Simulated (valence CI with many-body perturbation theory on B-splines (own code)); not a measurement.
The numbers below are computed, except where a source is named.
Cd XVI: what the settings do

Method: valence CI with perturbative core correlation (CI+MBPT): five valence electrons over a frozen Dirac-Fock core [Ar] 3d10, radial functions for each j: 6 s, 6 p, 5 d, 3 f, 1 g, with the one-electron correlation potential Σ1 (screened to all orders), the two-electron term Σ2, the three-electron term Σ3, Breit, model QED; selected single and double excitations, second order for the rest, scaled by the run's own slope (own B-spline code, finite nucleus).

No measured levels were compared; by estimate levels hold to about 250 cm⁻¹ or 0.2 % of their energy and the worst to 1 %, as in measured heavy ions of charge 2 to 7; those with d or f electrons hold less well. Among the levels kept, up to 880 cm⁻¹ of a level comes from second order outside the variational space, and about a tenth of that is noise between levels of different J, which matters for small intervals.

The reference run has the lowest level 4s²4p³ ⁴S°_3/2 and an ionisation energy of 386.769 eV. Its largest variational space holds 9984 state functions.

Names give the largest LS component (configuration and term), which can be under half, so a name can repeat, a term be missing and a line seem to break the LS rules; names also repeat where a configuration has a term twice.

Changed runs:
A. highest l in the core sums 6 → 4
B. highest l in the core sums 6 → 3
C. shift of the energy in Σ1 (hartree) 0 → -6.667
D. scale of Σ2 1 → 3 (bad on purpose)

Excitation energies of the reference run in cm⁻¹, and shifts in cm⁻¹:

| Level | Reference | A | B | C | D |
| --- | --- | --- | --- | --- | --- |
| 4s²4p³ ²D°_3/2 | 51202 | +21 | +194 | -57 | +300 |
| 4s²4p³ ²D°_5/2 | 68945 | +21 | +302 | -69 | -71 |
| 4s²4p³ ²P°_1/2 | 95624 | +16 | +485 | -75 | -1065 |
| 4s²4p³ ²P°_3/2 | 143019 | +49 | +592 | -144 | +111 |
| 4s4p⁴ ⁴P_5/2 | 350186 | -35 | +473 | -107 | +3241 |
| 4s4p⁴ ⁴P_3/2 | 386108 | -21 | +569 | -143 | +2818 |
| 4s4p⁴ ⁴P_1/2 | 391758 | -26 | +634 | -141 | +2337 |
| 4s4p⁴ ²D_3/2 | 433600 | -21 | +709 | -158 | -42 |
| 4s4p⁴ ²D_5/2 | 449635 | -14 | +811 | -181 | +672 |
| 4s4p⁴ ²S_1/2 | 487644 | -23 | +848 | -181 | -5021 |
| 4s4p⁴ ²P_3/2 | 496289 | -8.6 | +656 | -179 | -5373 |
| 4s²4p²4d ⁴F_3/2 | 524995 | -10 | +539 | -112 | -1352 |
| Ionisation energy (eV) | 386.769 | +0.060 | +0.455 | -0.222 | -0.081 |
